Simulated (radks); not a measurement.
Results of a calculation; reference values are marked as such.
How relativity changes the ionisation of neutral neon ([Ne]) to Ne+ ([He] 2s2 2p5). Spin-unpolarised spherical Kohn-Sham, PBEsol, point nucleus unless stated (finite: rms radius 3.0055 fm), a radial shooting solver on a logarithmic mesh with Libxc functionals. A level marked "c x" has the speed of light scaled by that factor and shares open shells by 2j + 1; other Dirac levels either fill j = l - 1/2 first or share by 2j + 1.

level	E(Ne) (hartree)	E(Ne+) (hartree)	IE (eV)	HOMO	<r> HOMO (bohr)
non-rel.	-128.52573	-127.70202	22.414	2p	0.9814
scalar-rel.	-128.67183	-127.84868	22.399	2p	0.9813
scalar-rel., finite nucleus	-128.67179	-127.84864	22.399	2p	0.9813
Dirac, 2j+1 shares	-128.67186	-127.84871	22.399	2p3/2	0.9824
Dirac, low j first	-128.67186	-127.85016	22.360	2p3/2	0.9824
Dirac, 2j+1 shares, finite nucleus	-128.67182	-127.84867	22.399	2p3/2	0.9824
Dirac, c x 1.5	-128.59058	-127.76712	22.408	2p3/2	0.9818
Dirac, c x 10	-128.52719	-127.70349	22.414	2p3/2	0.9814
Dirac, c x 100	-128.52575	-127.70204	22.414	2p3/2	0.9814

NIST Atomic Spectra Database: 21.565 eV (measured). The relativistic part of the total energy of Ne is -0.1461 hartree (Dirac, 2j+1 shares, finite nucleus), 0.11 % of the non-relativistic value. Spin polarisation and multiplet splitting of open shells are left out at every level.

Beside tabulated values, note that spin-unpolarised runs miss the spin-polarisation part of the exchange energy of open shells.
